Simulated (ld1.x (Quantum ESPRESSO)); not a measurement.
# Se: excitation energies, all-electron against TM

Se (Z = 34), norm-conserving Troullier–Martins (Kleinman–Bylander form), made with ld1.x (Quantum ESPRESSO) 7.5 (PBE, fully relativistic). Core [Ar], reference 3d10 4s2 4p2.5 (charge +1.5). Waves: 4s (bound): rc 1.50 bohr; 4p (bound): rc 1.25 bohr; 3d (bound): rc 1.10 bohr. Local part: the d channel. Core correction: none.

Open shells are filled in proportion to 2j + 1 (rel_dist='average').

Energies are relative to the spin-unpolarised reference configuration 3d10 4s2 4p2.5; without spin polarisation the order of configurations can differ from experiment. The d channel is local and has no spin–orbit splitting in the pseudo-atom. The frozen-core shift is the all-electron ΔE with the core orbitals held at their reference shape minus the fully relaxed ΔE.

```json
{"valence configuration": "3d10 4s2 4p4", "charge": "0", "ΔE all-electron (eV)": "-19.768", "error AE − PS (meV)": "+2.1", "frozen-core shift (meV)": "+0.3"}
{"valence configuration": "3d10 4s2 4p3", "charge": "+1", "ΔE all-electron (eV)": "-8.919", "error AE − PS (meV)": "+0.4", "frozen-core shift (meV)": "+0.1"}
{"valence configuration": "3d10 4s2 4p2", "charge": "+2", "ΔE all-electron (eV)": "11.434", "error AE − PS (meV)": "+1.0", "frozen-core shift (meV)": "+0.1"}
{"valence configuration": "3d10 4s2 4p1", "charge": "+3", "ΔE all-electron (eV)": "42.309", "error AE − PS (meV)": "+13", "frozen-core shift (meV)": "+1.9"}
{"valence configuration": "3d10 4s1 4p5", "charge": "0", "ΔE all-electron (eV)": "-8.894", "error AE − PS (meV)": "+1.1", "frozen-core shift (meV)": "+0.1"}
{"valence configuration": "3d10 4s0 4p6", "charge": "0", "ΔE all-electron (eV)": "2.181", "error AE − PS (meV)": "+5.6", "frozen-core shift (meV)": "+0.7"}
```

**Question.** What are ΔE and the potential's error for 3d10 4s1 4p4?

**Answer.** ΔE = 2.611 eV all-electron; the error (AE − PS) is +1.2 meV.

Levels in the configuration 3d10 4s2 4p1:

```json
{"level": "3d j=3/2", "all-electron (eV)": "-89.959", "pseudo (eV)": "-89.302"}
{"level": "3d j=5/2", "all-electron (eV)": "-89.058", "pseudo (eV)": "-89.302"}
{"level": "4s j=1/2", "all-electron (eV)": "-49.313", "pseudo (eV)": "-49.287"}
{"level": "4p j=1/2", "all-electron (eV)": "-36.810", "pseudo (eV)": "-36.785"}
{"level": "4p j=3/2", "all-electron (eV)": "-36.218", "pseudo (eV)": "-36.195"}
```

Note: ghost states, extra bound levels that the all-electron valence spectrum of the same l lacks: s at -487.4 eV, p1/2 at -131.3 eV, p3/2 at -130.8 eV. A true bound ghost makes a file unfit for plane-wave use. The potential misses its own reference levels by up to 0.5 eV.
